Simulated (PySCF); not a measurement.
## Ionisation energy of Gd⁺ by level of theory

Gd⁺ [Xe] 4f7 5d1 6s1 (10D) → Gd²⁺ [Xe] 4f7 5d1 (9D), as a difference of total energies. All numbers are calculated (PySCF 2.14, the spin-free X2C one-electron Hamiltonian (Gaussian nucleus), in cc-pVDZ-X2C (8s7p5d3f1g, 84 functions)). Correlated levels: valence: [Kr] 4d10 frozen; valence and next inner shell: [Ar] 3d10 frozen. The calculations carry no spin-orbit coupling.

```csv
method,ionisation energy (eV),plus first-order spin-orbit estimate,difference from reference of that sum (eV)
UHF,11.299,11.274,-0.802
LDA,12.591,12.567,+0.491
PBE,12.378,12.353,+0.277
PBE0,12.157,12.132,+0.056
r2SCAN,12.251,12.227,+0.151
MP2 (valence),11.965,11.940,-0.136
SCS-MP2 (valence),11.767,11.742,-0.334
MP2 (valence and next inner shell),12.020,11.995,-0.081
SCS-MP2 (valence and next inner shell),11.827,11.803,-0.273
```

Reference: 12.076 ± 0.02 eV (semi-empirical (NIST evaluation); NIST Atomic Spectra Database, ionization energies).

A first-order spin-orbit estimate (lowest level to lowest level, LS coupling) adds -0.025 eV.

Errors of the correlated levels include the incompleteness of this basis and the frozen core.
